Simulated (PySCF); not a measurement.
Species: [Tc(NO)Cl5]2- (charge -2 and doublet state).
Bonds: Tc1–N2, Tc1–Cl4, Tc1–Cl5, Tc1–Cl6, Tc1–Cl7, Tc1–Cl8, N2–O3.

A GFN2-xTB structure was refined with PBE0-D3(BJ)/def2-SVP geometry optimisation, gas phase, def2 core potentials past Kr in PySCF. Its GFN2-xTB values:

```tsv
coordinate	GFN2-xTB
Tc1–N2	1.724 Å
Tc1–Cl4	2.359 Å
Tc1–Cl5	2.360 Å
N2–O3	1.172 Å
Tc1–N2–O3	179.6°
N2–Tc1–Cl4	179.6°
N2–Tc1–Cl5	93.2°
Cl4–Tc1–Cl5	87.0°
Cl5–Tc1–Cl6	174.0°
Cl5–Tc1–Cl7	90.0°
```

**Question.** How do these coordinates change at the PBE0-D3(BJ)/def2-SVP level?

**Answer.** 
| coordinate | PBE0-D3(BJ)/def2-SVP (Å or °) | change |
| --- | --- | --- |
| Tc1–Cl4 | 2.439 | +0.080 |
| Tc1–Cl5 | 2.418 | +0.058 |
| Tc1–N2 | 1.714 | -0.010 |
| N2–O3 | 1.171 | -0.001 |
| Cl5–Tc1–Cl6 | 176.6 | +2.6 |
| Cl4–Tc1–Cl5 | 88.4 | +1.4 |
| N2–Tc1–Cl5 | 91.8 | -1.4 |
| N2–Tc1–Cl4 | 179.8 | +0.2 |
| Tc1–N2–O3 | 179.8 | +0.2 |
| Cl5–Tc1–Cl7 | 90.0 | 0.0 |

The energy falls by 3.0 kcal/mol over 7 energy and gradient evaluations, the largest force component goes from 0.0191 to 1.9e-04 Eh/bohr, and the atoms move by 0.062 Å rms after alignment. The bond that changes most is Tc1–Cl4 (ends: technetium bonded to 5 Cl and N; chlorine bonded to Tc), which lengthens by 0.080 Å. Bonds longer at the end by more than 0.005 Å: 5 of 7; shorter: 1. Rotational constants go from 667.1, 666.5, 650.7 to 640.4, 639.9, 618.4 MHz.

The run used 149 basis functions and 73 SCF cycles in all. Time: 3.0 min. Hardware: one thread of an Arm Neoverse V2, on a shared host.

Not checked by PBE0-D3(BJ)/def2-SVP frequencies. ⟨S²⟩ = 0.859 (exact for a doublet: 0.75). Whether so highly charged an anion holds all its electrons in the gas phase wasn't checked; a finite basis holds them in any case. No counter-ion or solvent screens the charge of this multiply charged ion.

Neither the SCF state along the optimisation nor the shape of the open-shell metal species was proved the lowest: other solutions of the same spin, or a structure of lower symmetry, can lie below.
